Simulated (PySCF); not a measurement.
A series of related open-shell species. All by UKS B3LYP (pcH-1 on C Cl F H N O S Si) in PySCF, non-relativistic with spin–orbit coupling as a perturbation, on GFN2-xTB geometries; isolated species, one conformer each; SCF stability not tested in every run; the geometry of [CH][SiH3] (triplet state) has an imaginary frequency at that level; the triplets need not be ground states. Couplings are magnitudes for isotopes of over 50 % abundance, averaged over nuclei equivalent by connectivity (but not across a short bond from an atom whose three angles sum to over 350°); populations are Mulliken's. Couplings are sensitive to structure, and on GFN2-xTB geometries they can be far from those on DFT ones.

| species | change | ⟨S²⟩ | g1 | g2 | g3 | largest spin population on | largest couplings |
| --- | --- | --- | --- | --- | --- | --- | --- |
| [CH]Cl (triplet state) | none (reference member) | 2.005 | 2.0024 | 2.0051 | 2.0055 | carbon bonded to Cl and H (1.77) | 1 × 1H 43 MHz, 1 × 35Cl 13 MHz |
| [CH][SiH3] (triplet state) | none (reference member) | 2.008 | 2.0021 | 2.0024 | 2.0026 | carbon bonded to Si and H (1.99) | 3 × 1H 47 MHz, 1 × 1H 42 MHz |
| [CH]OC (triplet state) | none (reference member) | 2.004 | 2.0021 | 2.0025 | 2.0031 | carbon bonded to O and H (1.73) | 1 × 1H 89 MHz, 3 × 1H 3 MHz |
| C#C[C][SiH3] (triplet state) | none (reference member) | 2.049 | 2.0022 | 2.0025 | 2.0025 | carbon bonded to C and Si (1.31) | 1 × 1H 46 MHz, 3 × 1H 31 MHz |
| N#C[C][SiH3] (triplet state) | none (reference member) | 2.046 | 2.0021 | 2.0030 | 2.0030 | carbon bonded to C and Si (1.48) | 3 × 1H 35 MHz, 1 × 14N 11 MHz |
| [CH]c1cccs1 (triplet state) | none (reference member) | 2.041 | 2.0025 | 2.0033 | 2.0039 | carbon bonded to C and H (1.46) | 1 × 1H 16 MHz, 1 × 1H 14 MHz, 1 × 1H 4 MHz, 1 × 1H 4 MHz |
| [CH]C#N (triplet state) | none (reference member) | 2.051 | 2.0022 | 2.0030 | 2.0030 | carbon bonded to C and H (1.49) | 1 × 1H 58 MHz, 1 × 14N 12 MHz |

(1) Predict the same entries for `F[C]F` [triplet].

Results:

(1) ⟨S²⟩: 2.003; g1: 2.0022; g2: 2.0030; g3: 2.0034; largest spin population on: carbon bonded to 2 F (1.71); largest couplings: 2 × 19F 273 MHz. The Mulliken spin populations are largest on C2 (+1.71), F3 (+0.14) and F1 (+0.14). (Numbering: [F:1][C:2][F:3].)

Means can hide wide spreads in the frozen geometry: [CH][SiH3] (triplet state), 3 × 1H from 37 to 59 MHz (mean 47).
